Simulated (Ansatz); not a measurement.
Single points on C3H6BCl3O⁺, that is B(OCMe2)Cl3 with one electron fewer.

```yaml
crystal:
  periodic: [false, false, false]
  atoms:
    - {symbol: B, position_ang: [-0.382563, -1.170982, -1.750502]}
    - {symbol: O, position_ang: [-0.238639, -0.966249, -0.177220]}
    - {symbol: C, position_ang: [0.041655, 0.039395, 0.503153]}
    - {symbol: C, position_ang: [0.079287, -0.138530, 1.982254]}
    - {symbol: C, position_ang: [0.327386, 1.368377, -0.090723]}
    - {symbol: H, position_ang: [1.066298, 0.174875, 2.362060]}
    - {symbol: H, position_ang: [-0.661076, 0.537379, 2.443850]}
    - {symbol: H, position_ang: [-0.128676, -1.178368, 2.260971]}
    - {symbol: H, position_ang: [-0.533739, 1.662164, -0.714556]}
    - {symbol: H, position_ang: [1.164410, 1.256267, -0.800752]}
    - {symbol: H, position_ang: [0.547430, 2.123796, 0.672474]}
    - {symbol: Cl, position_ang: [1.262363, -0.750610, -2.472730]}
    - {symbol: Cl, position_ang: [-1.730126, -0.033075, -2.292813]}
    - {symbol: Cl, position_ang: [-0.814010, -2.924429, -1.925465]}
basis:
  gaussian: {orbitals: def2-TZVP, initial_orbitals: start.molden}
total_charge: 1
magnetization: {spin_polarized: true, initial_magnetization: 1}
hamiltonian: {xc: {name: r2SCAN0}, dispersion: d4}
scf: {omitted_lower_state_checks: [starts]}
output: {orbitals: {seedname: orbitals}}
```

The file start.molden holds the orbitals of an earlier run on this structure, at another level or in another basis.

```sh
$ ansatz run in.yaml --threads 2 --pin off --events-out ev --progress --plain --max-ram 32768MiB --backend cuda --devices 0, --max-vram 18GiB
```

Output, abridged:

```
Functional definition: r2SCAN0
1928 factors; their error is unknown
mean field evaluation 1: about -43490.5262 eV, gradient 8.2e0 eV
mean field evaluation 2: about -43490.5976 eV, gradient 8.6e-2 eV
mean field evaluation 4: about -43490.7084 eV, gradient 1.9e-3 eV
mean field evaluation 8: about -43490.7084 eV, gradient 1.8e-5 eV
mean field -43490.70843181 eV, -1598.2540558080 hartree, gradient 1.8e-5 eV, S^2 0.757083; 0 other end points of the search recorded, 0 dependent functions left out
reference -43490.70844357 eV, -1598.2540562402 hartree; 44, 43 occupied and 258, 259 virtual orbitals, 1928 factors
Total energy: -43490.83875040 eV, -1598.2588449278 hartree
Checks for a lower state left out: starts
```

Hardware: 2 threads of AMD EPYC 7R13 on a shared host and a share (18 GiB) of an NVIDIA H100 80GB HBM3. Wall time 15 s, peak host memory 0.97 GiB.

First input, but with `gaussian: {orbitals: def2-TZVP}`, `hamiltonian: {xc: pbe0, dispersion: d4}` (abridged; 15 s):

```
Functional definition: PBE0
mean field evaluation 16: about -43478.1982 eV, gradient 5.5e-3 eV
mean field evaluation 32: about -43478.1982 eV, gradient 2.7e-5 eV
mean field -43478.19823110 eV, -1597.7943144116 hartree, gradient 1.5e-5 eV, S^2 0.755105
Total energy: -43478.56329445 eV, -1597.8077302424 hartree
Checks for a lower state left out: starts
```

The first input with `gaussian: {orbitals: def2-SVP, initial_orbitals: start.molden}`, `correlation: {method: ccsd_t}`, `scf: {omitted_lower_state_checks: [starts, cluster_reference]}` and without the key `hamiltonian` (abridged; 11 s):

```
Functional definition: HF
mean field -43384.12786331 eV, -1594.3372921586 hartree, gradient 2.6e-6 eV, S^2 0.758873
20 core orbitals not correlated: weight in the atoms' cores, before any rotation towards them, 1.000 or more for the frozen orbitals, at most 0.000 for the correlated occupied ones
second order -28.87700810 eV of doubles, -0.00000000 eV of singles
cycle   1  -30.09967218 eV  change    -1.2e0 eV  update   1.4e-1
cycle   2  -30.86849699 eV  change   -7.7e-1 eV  update   4.5e-2
cycle   3  -31.07228014 eV  change   -2.0e-1 eV  update   4.1e-2
cycle   4  -31.09607575 eV  change   -2.4e-2 eV  update   2.8e-2
cycle   5  -31.10432756 eV  change   -8.3e-3 eV  update   2.3e-2
cycle   6  -31.13663398 eV  change   -3.2e-2 eV  update   1.8e-2
cycle   7  -31.15087017 eV  change   -1.4e-2 eV  update   1.3e-2
cycle   8  -31.16376344 eV  change   -1.3e-2 eV  update   8.4e-3
cycle   9  -31.16977813 eV  change   -6.0e-3 eV  update   5.8e-3
cycle  10  -31.17079360 eV  change   -1.0e-3 eV  update   4.0e-3
cycle  11  -31.17262533 eV  change   -1.8e-3 eV  update   2.8e-3
cycle  12  -31.17757250 eV  change   -4.9e-3 eV  update   2.3e-3
cycle  13  -31.17688114 eV  change    6.9e-4 eV  update   1.7e-3
cycle  14  -31.17785668 eV  change   -9.8e-4 eV  update   1.1e-3
cycle  15  -31.17645058 eV  change    1.4e-3 eV  update   5.3e-4
cycle  16  -31.17660572 eV  change   -1.6e-4 eV  update   2.4e-4
cycle  17  -31.17664939 eV  change   -4.4e-5 eV  update   1.0e-4
cycle  18  -31.17665936 eV  change   -1.0e-5 eV  update   5.3e-5
perturbative correction -1.00985768 eV, -0.0371115854 hartree
Total energy: -43416.31438035 eV, -1595.5201248432 hartree
Checks for a lower state left out: starts, cluster_reference
```

As the first input, with `hamiltonian: {xc: pbe, dispersion: d4}` (abridged; 10 s):

```
Functional definition: PBE
mean field -43475.10569621 eV, -1597.6806658507 hartree, gradient 7.1e-6 eV, S^2 0.751763
Total energy: -43475.53138356 eV, -1597.6963095721 hartree
Checks for a lower state left out: starts
```

Geometry: B3LYP-D4/def2-SVP, that of the neutral singlet.

Correlated methods freeze 20 core orbitals. At CCSD(T)/def2-SVP T1 of the charge 1 doublet is large (up to 0.045), so the single-reference result is doubtful.
